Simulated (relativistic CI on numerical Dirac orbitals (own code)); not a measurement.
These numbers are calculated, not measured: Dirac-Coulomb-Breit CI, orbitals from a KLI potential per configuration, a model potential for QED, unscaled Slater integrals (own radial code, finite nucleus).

Configuration list (outside the closed core 1s2): 2s2 2p4, 2s 2p5, 2p6, 2s2 2p3 3s, 2p5 3s, 2p5 3p, 2s2 2p3 3p, 2p5 3d, 2s2 2p3 3d, 2s 2p4 3s, 2s 2p4 3p, 2s 2p4 3d, 2s2 2p3 4s, 2s2 2p3 4p, 2s2 2p3 4d, 2s2 2p3 4f, 2s2 2p2 3s2, 2s2 2p2 3s 3p, 2s 2p4 4s, 2s2 2p3 5s, 2s2 2p2 3s 3d, 2s2 2p3 5p, 2s2 2p2 3p2, 2s 2p4 4p, 2s2 2p3 5d, 2s2 2p3 5f, 2s2 2p3 5g, 2s 2p4 4d, 2s 2p4 4f, 2s2 2p2 3p 3d, 2s 2p3 3s2, 2s2 2p2 3d2, 2s 2p3 3s 3p, 2s 2p3 3s 3d, 2s 2p3 3p2, 2s 2p3 3p 3d. Levels of other configurations are missing.

At this charge energies of transitions that change n are usually good to better than 1 %, and those within a shell (Δn = 0) to a few per cent.

Outline of the computed level scheme of Tl LXXIV. Lowest level of each configuration: 2s2 2p4 3P_2 at 0.0 eV; 2s 2p5 3P°_2 at 2607.9 eV; 2p6 1S_0 at 5355.7 eV; 2s2 2p3 3s 3P°_2 at 10369.0 eV; 2s2 2p3 3p 3P_1 at 10510.8 eV; 2s2 2p3 3d 3D°_2 at 11257.9 eV; 2s 2p4 3s 5P_3 at 12893.9 eV; 2s 2p4 3p 5P°_2 at 13044.4 eV.

Some strong electric-dipole decays among the lowest 45 levels: 2s2 2p3 3d 3D°_3 → 2s2 2p4 3P_2 (3.4e+15 s⁻¹); 2s2 2p3 3d 3D°_1 → 2s2 2p4 1S_0 (2.1e+15 s⁻¹); 2s2 2p3 3d 3D°_2 → 2s2 2p4 3P_2 (1.5e+15 s⁻¹); 2s 2p4 3p 3D°_3 → 2s2 2p4 3P_2 (7.6e+14 s⁻¹); 2s2 2p3 3d 3D°_1 → 2s2 2p4 3P_2 (3.9e+14 s⁻¹); 2s 2p4 3s 3P_2 → 2s 2p5 3P°_2 (3.3e+14 s⁻¹); 2s2 2p3 3s 1D°_2 → 2s2 2p4 1D_2 (3.3e+14 s⁻¹); 2s2 2p3 3s 3S°_1 → 2s2 2p4 3P_1 (3.1e+14 s⁻¹).

LS names give the leading component of a level, which can be under half, so a name can repeat, a term be missing and a line seem to break the LS rules.
